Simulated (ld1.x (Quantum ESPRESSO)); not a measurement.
**Reading a pseudo-wave (Ca (Z = 20))**

Columns: radius, all-electron u(r) and pseudo u(r) of the 3d shell (level -3.23 eV) of calcium in the configuration [Ne] 3s2 3p6 3d0 4s1 4p1; LDA (PZ), scalar-relativistic, TM scheme, ld1.x (Quantum ESPRESSO) 7.5.

```tsv
r (bohr)	all-electron	pseudo
0.113	0.0234	0.0060
0.225	0.1044	0.0435
0.338	0.2145	0.1290
0.450	0.3248	0.2527
0.563	0.4228	0.3893
0.675	0.5016	0.5062
0.788	0.5618	0.5878
0.900	0.6040	0.6320
1.013	0.6315	0.6504
1.125	0.6466	0.6552
1.238	0.6523	0.6545
1.350	0.6507	0.6509
1.463	0.6436	0.6436
1.575	0.6325	0.6325
1.688	0.6182	0.6182
1.800	0.6020	0.6020
1.913	0.5841	0.5841
2.025	0.5655	0.5655
2.138	0.5463	0.5463
2.250	0.5270	0.5270
2.363	0.5075	0.5075
2.475	0.4885	0.4885
2.588	0.4697	0.4697
2.700	0.4515	0.4515
2.813	0.4336	0.4336
2.925	0.4163	0.4163
```

**Question.** How many radial nodes do the two functions have?

**Answer.** The all-electron 3d function has n − l − 1 = 0; the pseudo-wave has 0.

**Question.** At about which radius was the pseudo-wave matched?

**Answer.** 1.50 bohr. The columns agree to 0.0005 from 1.35 bohr on; several derivatives are matched, so the curves merge somewhat inside the radius.

**Question.** Is the pseudo-wave norm-conserving?

**Answer.** Yes: the TM scheme keeps the norm inside the radius equal to the all-electron one, which fixes the energy derivative of the logarithmic derivative at the level.
